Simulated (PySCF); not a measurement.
## Electron correlation in Kr²⁵⁺ (krypton, charge +25)

[Ne] 3s1, 2S determinant. Calculation: PySCF 2.14, in an even-tempered Gaussian basis (16 s from 2.9 bohr⁻², ratio 2.5; 10 p from 3.8 bohr⁻², ratio 2.5; 5 d from 14 bohr⁻², ratio 2.7; 4 f from 22 bohr⁻², ratio 2.7); the non-relativistic Hamiltonian (point nucleus). Frozen: 1s2; 9 electrons correlated; the 17 highest virtual orbitals of each spin left out.

```
  level  correlation energy (mhartree)
   CCSD                        -316.06
    (T)                          -0.22
CCSD(T)                        -316.28
```

Diagnostics: T1 = 0.00018, D1 = 0.0007, largest double amplitude 0.003.

Cost of the coupled-cluster step: roughly 24 core-seconds, for 9 correlated electrons.

At this charge a non-relativistic calculation is a model, useful for the Z dependence of the correlation energy.
